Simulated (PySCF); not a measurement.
**Orbital picture of SnBr**

PBE at R = 2.544 Å; PySCF, scalar-relativistic core potentials, basis sets Sn cc-pVDZ-PP with ECP28, Br cc-pVDZ-PP with ECP10. State: ²Π (doublet), unpaired electrons π ↑. Only the outer orbitals are listed, counted within each symmetry, core potentials removing the inner ones.

| spin | orbital | occ. | ε (eV) | on Sn (%) | main shells (%) |
| --- | --- | --- | --- | --- | --- |
| α | 7σ | 1 | -19.29 | 5 | 95 Br s |
| α | 8σ | 1 | -11.55 | 81 | 80 Sn s, 16 Br p |
| α | 9σ | 1 | -7.45 | 39 | 60 Br p, 23 Sn p, 15 Sn s |
| α | 5π | 1 | -7.14 | 10 | 90 Br p, 9 Sn p |
| α | 5π | 1 | -7.04 | 11 | 89 Br p, 10 Sn p |
| α | 6π | 1 | -3.96 | 91 | 90 Sn p, 9 Br p |
| α | 6π | 0 | -3.88 | 91 | 91 Sn p, 8 Br p |
| α | 10σ | 0 | -1.67 | 84 | 80 Sn p, 17 Br p |
| α | 11σ | 0 | 3.65 | 101 | 91 Sn s |
| β | 7σ | 1 | -19.25 | 4 | 95 Br s |
| β | 8σ | 1 | -11.09 | 77 | 76 Sn s, 20 Br p |
| β | 9σ | 1 | -7.26 | 41 | 58 Br p, 21 Sn p, 20 Sn s |
| β | 5π | 1 | -7.12 | 8 | 92 Br p |
| β | 5π | 1 | -6.89 | 6 | 94 Br p |
| β | 6π | 0 | -3.55 | 93 | 93 Sn p |
| β | 6π | 0 | -2.80 | 94 | 94 Sn p |
| β | 10σ | 0 | -1.39 | 86 | 81 Sn p, 15 Br p |

Problem. Which are the highest filled and the lowest empty level, where do they sit, and how wide is the gap?

Solution. Highest filled α 6π at -3.96 eV (in %: 90 Sn p, 9 Br p); lowest empty α 6π at -3.88 eV (in %: 91 Sn p, 8 Br p); the gap at PBE is 0.08 eV. Both belong to one degenerate shell, split only by its one-sided filling, so this is no excitation gap.

- bond order (Mayer): 1.16
- ⟨S²⟩: 0.752
- charge on Sn (Mulliken, basis-dependent): 0.27
- charge on Sn (Löwdin, basis-dependent): 0.19
- dipole moment (positive dipole means Sn(−)Br(+)): -2.39 D
- polarisability along the bond: 81.4 bohr³
- polarisability across the bond: 36.1 bohr³

Shares are Mulliken populations and can fall outside 0 to 100 %.

Spin–orbit coupling is left out. The state was picked by a PBE0 search and need not be the measured ground state.
